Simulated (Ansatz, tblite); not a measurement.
Isomers of ZnBr$_{2}$⁻ (doublet), found by a short tight-binding search and relaxed with PBE-D4/def2-TZVPD in Ansatz.

The xTB rows come from tblite. Correlated methods freeze 27 core orbitals; core or outer-core shells of Br are correlated, in sets that lack core-valence functions.

A: At PBE-D4/def2-TZVPD, revPBE-D4/def2-TZVPD the highest occupied level of the charge -1 doublet lies above zero (up to 0.22 eV). By energy differences its removal costs 2.43 eV (vertical, to the charge 0 singlet, at PBE0-D4/def2-TZVPD).

Other spin states were run for one of them alone.

A:

```xyz
3

Zn    0.633    0.299   -0.429
Br    0.971   -0.468    1.891
Br   -1.604    0.169   -1.462
```

B:

```xyz
3

Zn    1.322   -0.420   -1.308
Br   -0.084   -0.775    1.556
Br   -1.238    1.195   -0.248
```

Q: Estimate their order by electronic energy at PBE0-D4/def2-TZVPD, counted from the lowest.

A: A (0.00) < B (1.95), in eV.

Q: Do the other levels pick the same lowest one?

A: All that were run do. Energies above each level's lowest (eV):

| level | A | B |
| --- | --- | --- |
| GFN1-xTB | 0.00 | 0.09 |
| GFN2-xTB | 0.00 | 1.14 |
| HF/def2-SVPD | 0.00 | 2.59 |
| HF/def2-TZVPD | 0.00 | 2.55 |
| PBE-D4/def2-TZVPD | 0.00 | 1.65 |
| revPBE-D4/def2-TZVPD | 0.00 | 1.56 |
| r2SCAN-D4/def2-TZVPD | 0.00 | 2.03 |
| PBE0-D4/def2-TZVPD | 0.00 | 1.95 |
| MP2/def2-SVPD | 0.00 | 2.47 |
| CCSD/def2-SVPD | 0.00 | 2.23 |
| CCSD(T)/def2-SVPD | 0.00 | 2.19 |
Point groups (tolerance 0.1 Å): A C2v, B C2v. Lower isomers may exist.
